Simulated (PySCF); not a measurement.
technetium atom (Tc), sextet (core potentials on Tc); PBE/def2-TZVP (PySCF).

Input for PySCF:
```python
from pyscf import gto, scf, dft

mol = gto.Mole()
mol.atom = '''
    Tc    0.000000    0.000000    0.000000
'''
mol.basis = 'def2-tzvp'
mol.ecp = {'Tc': 'def2-tzvp'}
mol.charge = 0
mol.spin = 5
mol.verbose = 4
mol.build()

mf = dft.UKS(mol)
mf.xc = 'pbe'
mf.level_shift = 0.5
mf.max_cycle = 100
mf.kernel()
```

It wrote (shortened):

```
PySCF version 2.14.0

[INPUT] verbose = 4
[INPUT] num. atoms = 1
[INPUT] num. electrons = 15
[INPUT] charge = 0
[INPUT] spin (= nelec alpha-beta = 2S) = 5
[INPUT] symmetry False subgroup None
[INPUT] Mole.unit = angstrom
[INPUT] Symbol           X                Y                Z      unit          X                Y                Z       unit  Magmom
[...]
nuclear repulsion = 0
number of shells = 14
number of NR pGTOs = 60
number of NR cGTOs = 40
basis = def2-tzvp
ecp = {'Tc': 'def2-tzvp'}

******** <class 'pyscf.dft.uks.UKS'> ********
method = UKS
initial guess = minao
damping factor = 0
level_shift factor = 0.5
DIIS = <class 'pyscf.scf.diis.CDIIS'>
diis_start_cycle = 1
diis_space = 8
diis_damp = 0
SCF conv_tol = 1e-09
SCF conv_tol_grad = None
SCF max_cycles = 100
direct_scf = True
direct_scf_tol = 1e-13
number electrons alpha = 10  beta = 5
XC library pyscf.dft.libxc version 7.1.2
    S. Lehtola, C. Steigemann, M. J. T. Oliveira, and M. A. L. Marques,  SoftwareX 7, 1–5 (2018)
XC functionals = pbe
    J. P. Perdew, K. Burke, and M. Ernzerhof,  Phys. Rev. Lett. 77, 3865 (1996)
    J. P. Perdew, K. Burke, and M. Ernzerhof,  Phys. Rev. Lett. 78, 1396 (1997)
    J. P. Perdew, K. Burke, and M. Ernzerhof,  Phys. Rev. Lett. 77, 3865 (1996)
    J. P. Perdew, K. Burke, and M. Ernzerhof,  Phys. Rev. Lett. 78, 1396 (1997)
radial grids:
    Treutler-Ahlrichs [JCP 102, 346 (1995); DOI:10.1063/1.469408] (M4) radial grids

becke partition: Becke, JCP 88, 2547 (1988); DOI:10.1063/1.454033
pruning grids: <function nwchem_prune>
grids dens level: 3
symmetrized grids: False
atomic radii adjust function: <function treutler_atomic_radii_adjust>
small_rho_cutoff = 0
Set gradient conv threshold to 3.16228e-05
tot grids = 22176
init E= -73.8637626180979

cycle= 1 E= -80.6433562399609  delta_E= -6.78  |g|= 0.418  |ddm|= 2.86
cycle= 2 E= -80.699690760665  delta_E= -0.0563  |g|= 0.219  |ddm|= 0.613
cycle= 3 E= -80.7120914769185  delta_E= -0.0124  |g|= 0.0666  |ddm|= 0.22
cycle= 4 E= -80.7137540403345  delta_E= -0.00166  |g|= 0.015  |ddm|= 0.0719
cycle= 5 E= -80.7139286741707  delta_E= -0.000175  |g|= 0.00638  |ddm|= 0.0377
cycle= 6 E= -80.7139822700603  delta_E= -5.36e-05  |g|= 0.00378  |ddm|= 0.0248
cycle= 7 E= -80.7140052628191  delta_E= -2.3e-05  |g|= 0.00235  |ddm|= 0.0162
cycle= 8 E= -80.7140167626822  delta_E= -1.15e-05  |g|= 0.00165  |ddm|= 0.0107
cycle= 9 E= -80.7140239164372  delta_E= -7.15e-06  |g|= 0.0013  |ddm|= 0.00718
cycle= 10 E= -80.7140293104865  delta_E= -5.39e-06  |g|= 0.00117  |ddm|= 0.00487
cycle= 11 E= -80.7140338850746  delta_E= -4.57e-06  |g|= 0.00108  |ddm|= 0.00345
cycle= 12 E= -80.7140381609393  delta_E= -4.28e-06  |g|= 0.00107  |ddm|= 0.00257
cycle= 13 E= -80.7140421676201  delta_E= -4.01e-06  |g|= 0.00119  |ddm|= 0.00206
cycle= 14 E= -80.714045991927  delta_E= -3.82e-06  |g|= 0.0014  |ddm|= 0.00178
cycle= 15 E= -80.7140496482574  delta_E= -3.66e-06  |g|= 0.00167  |ddm|= 0.00161
cycle= 16 E= -80.7140534968729  delta_E= -3.85e-06  |g|= 0.00176  |ddm|= 0.00155
cycle= 17 E= -80.7140562170511  delta_E= -2.72e-06  |g|= 0.00245  |ddm|= 0.00154
cycle= 18 E= -80.7140607397066  delta_E= -4.52e-06  |g|= 0.00212  |ddm|= 0.00157
cycle= 19 E= -80.7140645889048  delta_E= -3.85e-06  |g|= 0.00224  |ddm|= 0.00149
cycle= 20 E= -80.7140635770158  delta_E= 1.01e-06  |g|= 0.00414  |ddm|= 0.00208
cycle= 21 E= -80.714063360015  delta_E= 2.17e-07  |g|= 0.00507  |ddm|= 0.00163
cycle= 22 E= -80.7140647585076  delta_E= -1.4e-06  |g|= 0.00544  |ddm|= 0.00138
cycle= 23 E= -80.7140612378834  delta_E= 3.52e-06  |g|= 0.00678  |ddm|= 0.00171
cycle= 24 E= -80.7140685643968  delta_E= -7.33e-06  |g|= 0.00578  |ddm|= 0.00153
cycle= 25 E= -80.7140599947917  delta_E= 8.57e-06  |g|= 0.00797  |ddm|= 0.0021
cycle= 26 E= -80.7140601150757  delta_E= -1.2e-07  |g|= 0.00825  |ddm|= 0.0012
cycle= 27 E= -80.7140855339383  delta_E= -2.54e-05  |g|= 0.00346  |ddm|= 0.00476
cycle= 28 E= -80.7140918734223  delta_E= -6.34e-06  |g|= 0.00311  |ddm|= 0.0022
[...]
cycle= 53 E= -80.7142001252477  delta_E= 2.62e-06  |g|= 0.00671  |ddm|= 0.00217
cycle= 54 E= -80.7142140216192  delta_E= -1.39e-05  |g|= 0.00483  |ddm|= 0.0027
cycle= 55 E= -80.714225327262  delta_E= -1.13e-05  |g|= 0.00359  |ddm|= 0.00279
cycle= 56 E= -80.7142286813578  delta_E= -3.35e-06  |g|= 0.00463  |ddm|= 0.00206
cycle= 57 E= -80.714233563811  delta_E= -4.88e-06  |g|= 0.00502  |ddm|= 0.00192
cycle= 58 E= -80.7142331873469  delta_E= 3.76e-07  |g|= 0.00639  |ddm|= 0.00213
cycle= 59 E= -80.7142355755327  delta_E= -2.39e-06  |g|= 0.0069  |ddm|= 0.00183
cycle= 60 E= -80.7142346164057  delta_E= 9.59e-07  |g|= 0.0079  |ddm|= 0.00194
cycle= 61 E= -80.7142427183595  delta_E= -8.1e-06  |g|= 0.00737  |ddm|= 0.00182
cycle= 62 E= -80.7142495308337  delta_E= -6.81e-06  |g|= 0.0072  |ddm|= 0.00179
cycle= 63 E= -80.7142539000489  delta_E= -4.37e-06  |g|= 0.00749  |ddm|= 0.00173
cycle= 64 E= -80.7142587932319  delta_E= -4.89e-06  |g|= 0.00767  |ddm|= 0.00175
cycle= 65 E= -80.7142715178234  delta_E= -1.27e-05  |g|= 0.00661  |ddm|= 0.00241
cycle= 66 E= -80.7142801499434  delta_E= -8.63e-06  |g|= 0.0064  |ddm|= 0.0022
cycle= 67 E= -80.7142797203048  delta_E= 4.3e-07  |g|= 0.0077  |ddm|= 0.00207
cycle= 68 E= -80.7142779822377  delta_E= 1.74e-06  |g|= 0.00885  |ddm|= 0.00203
cycle= 69 E= -80.7143019059203  delta_E= -2.39e-05  |g|= 0.006  |ddm|= 0.0038
cycle= 70 E= -80.7143091177672  delta_E= -7.21e-06  |g|= 0.00629  |ddm|= 0.0023
cycle= 71 E= -80.7143151522727  delta_E= -6.03e-06  |g|= 0.00664  |ddm|= 0.00214
cycle= 72 E= -80.7143230056955  delta_E= -7.85e-06  |g|= 0.00665  |ddm|= 0.00218
cycle= 73 E= -80.714324585042  delta_E= -1.58e-06  |g|= 0.00769  |ddm|= 0.00213
cycle= 74 E= -80.7143358795187  delta_E= -1.13e-05  |g|= 0.00706  |ddm|= 0.00232
cycle= 75 E= -80.714351442922  delta_E= -1.56e-05  |g|= 0.00578  |ddm|= 0.00296
cycle= 76 E= -80.7143662124721  delta_E= -1.48e-05  |g|= 0.00478  |ddm|= 0.00324
cycle= 77 E= -80.7143737267887  delta_E= -7.51e-06  |g|= 0.00543  |ddm|= 0.00261
cycle= 78 E= -80.7143816255482  delta_E= -7.9e-06  |g|= 0.00583  |ddm|= 0.00249
cycle= 79 E= -80.7143958965632  delta_E= -1.43e-05  |g|= 0.00493  |ddm|= 0.00301
cycle= 80 E= -80.7144019869229  delta_E= -6.09e-06  |g|= 0.00589  |ddm|= 0.00259
cycle= 81 E= -80.7144124202345  delta_E= -1.04e-05  |g|= 0.00586  |ddm|= 0.00261
cycle= 82 E= -80.7144265403151  delta_E= -1.41e-05  |g|= 0.0052  |ddm|= 0.003
cycle= 83 E= -80.714436359255  delta_E= -9.82e-06  |g|= 0.00556  |ddm|= 0.00273
cycle= 84 E= -80.7144431895894  delta_E= -6.83e-06  |g|= 0.00639  |ddm|= 0.00264
cycle= 85 E= -80.7144468402861  delta_E= -3.65e-06  |g|= 0.0075  |ddm|= 0.00263
cycle= 86 E= -80.7144673347444  delta_E= -2.05e-05  |g|= 0.00593  |ddm|= 0.00357
cycle= 87 E= -80.7144756532177  delta_E= -8.32e-06  |g|= 0.00663  |ddm|= 0.00279
cycle= 88 E= -80.7144748484802  delta_E= 8.05e-07  |g|= 0.00844  |ddm|= 0.00303
cycle= 89 E= -80.7144720617761  delta_E= 2.79e-06  |g|= 0.00994  |ddm|= 0.00296
cycle= 90 E= -80.7144765928331  delta_E= -4.53e-06  |g|= 0.0104  |ddm|= 0.00254
cycle= 91 E= -80.7145192443313  delta_E= -4.27e-05  |g|= 0.0065  |ddm|= 0.00598
cycle= 92 E= -80.714535114395  delta_E= -1.59e-05  |g|= 0.00666  |ddm|= 0.00365
cycle= 93 E= -80.7145441165241  delta_E= -9e-06  |g|= 0.00766  |ddm|= 0.00319
cycle= 94 E= -80.7145541351967  delta_E= -1e-05  |g|= 0.0083  |ddm|= 0.00306
cycle= 95 E= -80.7145684769505  delta_E= -1.43e-05  |g|= 0.00836  |ddm|= 0.00317
cycle= 96 E= -80.714584127107  delta_E= -1.57e-05  |g|= 0.00834  |ddm|= 0.00327
cycle= 97 E= -80.7146032901862  delta_E= -1.92e-05  |g|= 0.00801  |ddm|= 0.00354
cycle= 98 E= -80.714639068256  delta_E= -3.58e-05  |g|= 0.00546  |ddm|= 0.00567
cycle= 99 E= -80.7146574249208  delta_E= -1.84e-05  |g|= 0.00601  |ddm|= 0.00414
cycle= 100 E= -80.7146789372506  delta_E= -2.15e-05  |g|= 0.006  |ddm|= 0.0042
SCF not converged.
SCF energy = -80.7146789372506 after 100 cycles  <S^2> = 8.7510476  2S+1 = 6.0003492
```

The run did not converge; its last values are not results.
